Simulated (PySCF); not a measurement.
C$_{2}$H$_{4}$NO, doublet, at a GFN2-xTB geometry. Base run: R2SCAN/6-31G* (PySCF).

The PySCF input:
```python
from pyscf import gto, scf, dft

mol = gto.M(
    atom='''
O     0.52038037    1.10899932    0.47787017
C     0.07362476    0.04155692    0.01629218
N     0.97908963   -0.79537771   -0.38307541
C    -1.37266602   -0.31112209   -0.09746586
H    -1.87439289    0.42856119   -0.71790388
H    -1.47291315   -1.29927869   -0.53410739
H    -1.82638734   -0.28731230    0.89115672
H     1.95127056   -0.52892976   -0.29353686
''',
    basis='6-31g*',
    spin=1,
    verbose=4,
)

mf = dft.UKS(mol)
mf.xc = 'r2scan'
mf.kernel()
```

Each row names what was changed in the base input (with any setting that the change needs).

```
change                                           ΔE vs base (mEh)  fitting functions  dipole (D)
-----------------------------------------------  ----------------  -----------------  ----------
base                                                        0.000                  -        1.21
auxbasis = def2-universal-jkfit                            -0.084                376        1.21
auxbasis = cc-pvqz-jkfit                                   -0.030                628        1.21
auxbasis = cc-pvtz-ri                                      -0.262                444        1.21
auxbasis = default (with mf = mf.density_fit())            -0.108                372        1.21
auxbasis = cc-pvdz-jkfit                                   -0.108                372        1.21
auxbasis = def2-svp-ri                                    -12.237                248        1.21
auxbasis = even-tempered beta=1.6                          -0.095                772        1.21
auxbasis = even-tempered beta=2.0                          -0.209                523        1.21
auxbasis = even-tempered beta=3.0                          -1.043                354        1.21
```

A fitting set is made for a task (jfit for Coulomb, jkfit for Coulomb and exchange, ri for correlation) and for a family of orbital bases.

Open shells are given as the SCF converged; they aren't shown to be the lowest states, and a large step between rows can be another state.
